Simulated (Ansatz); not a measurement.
Species: sum formula SiN3H7 (charge 0, singlet). SMILES: N[SiH](N)N
Geometry from a B3LYP-D3(BJ)/def2-TZVP (Ansatz, a quantum-chemistry and plane-wave program) optimisation:
```
Si
N 1 1.7143
H 2 1.0068 1 120.49
H 2 1.0068 3 112.22 1 -151.24
N 1 1.7197 2 104.06 3 170.42
H 5 1.0073 1 120.48 2 158.41
H 5 1.0081 6 111.58 1 -152.18
N 1 1.7197 2 104.06 3 40.70
H 8 1.0073 1 120.48 2 -158.41
H 8 1.0081 9 111.58 1 152.18
H 1 1.4847 2 119.93 3 -74.44
```

Computed values are from Ansatz. Correlated levels leave the core frozen unless marked. Open shells are spin-unrestricted. Spin-orbit coupling is left out. No relativistic terms. Basis-set limits of correlation are two-point, X^-3; Hartree-Fock from the larger set (for Q and 5 zeta extrapolated as (X+1)exp(-9√X)).

The atomisation energy De comes out as 3840.5 kJ/mol at CCSD(T)/CBS(cc-pV(Q+d)Z,cc-pV(5+d)Z), the total energy comes out as -457.4946 Eh at CCSD(T)/CBS(cc-pV(Q+d)Z,cc-pV(5+d)Z) and the dipole moment is 1.01 D at CCSD(T)/aug-cc-pV(D+d)Z. The T1 diagnostic is 0.010 at CCSD/cc-pV(5+d)Z.
